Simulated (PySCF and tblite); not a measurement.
Values are calculated unless marked as measured or tabulated.
System: C7H12O, numbered as in [CH2:1]=[CH:2]/[CH:3]=[C:4](\[CH3:5])[O:6][CH2:7][CH3:8].

For the rotation about the C2–C3 bond (torsion C1–C2–C3–C4 from 180° to 330°, rising): electronic barrier 5.77 kcal/mol, zero-point change -0.66 kcal/mol, thermal and entropy terms at 200 K a further 0.10 kcal/mol (symmetry numbers apart). The minimum is Cs, the saddle C1. Level: PBE0/pcSseg-1 + D3(BJ) on GFN2-xTB stationary points, with GFN2-xTB thermal terms. Rate constants are transition-state-theory values, counting equivalent paths, without tunnelling. Programs: tblite and PySCF.

Question: How many equivalent paths lead out of the minimum?

Answer: 2: the symmetry number of the minimum is 1, that of the saddle displaced along its mode 1, and the displaced saddle is chiral while the minimum is not, which doubles the count.

Question: Work out the rate at 200 K.

Answer: ΔG‡ = 5.21 kcal/mol; k_B T/h = 4.2×10¹² s⁻¹; exp(−ΔG‡/RT) = 2×10⁻⁶; times 2 gives k = 1.7×10⁷ s⁻¹. Wigner's tunnelling factor for the 128i cm⁻¹ mode would be 1.03.
